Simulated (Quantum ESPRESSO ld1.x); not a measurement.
Results of a calculation; reference values are marked as such.
Species: the gold ion Au+. Configuration: [Xe] 4f14 5d9 5f1 (not the ground configuration). Level of theory: Dirac Kohn-Sham, PBEsol, spin-unpolarised, spherical densities, point nucleus; open shells fill j = l - 1/2 first (ld1.x of Quantum ESPRESSO 7.5).

Radial electron density D(r) = 4 pi r^2 rho(r):

r (bohr),D(r) (e/bohr)
0.0006365,5.421
0.0008943,9.067
0.001256,14.92
0.001765,23.97
0.002455,36.83
0.00345,54.83
0.004847,76.64
0.006809,98.28
0.009567,112.5
0.01344,112.9
0.01888,103.5
0.02653,104.4
0.0369,127.8
0.05185,146.9
0.07284,127.7
0.1023,117.6
0.1438,137.1
0.202,101.1
0.2838,76.41
0.3987,88.05
0.5546,51.86
0.7792,25.28
1.095,17.90
1.538,8.642
2.161,2.570
3.036,0.4403
4.265,0.07512
5.993,0.1090
8.336,0.1419
11.71,0.06488
16.45,0.006394

D(r) has 5 maxima, at r = 0.0115, 0.0518, 0.144, 0.376, 8.01 bohr, and minima at 0.0224, 0.0926, 0.265, 4.53 bohr, inside which lie 2.03, 11.04, 29.94, 77.06 electrons.
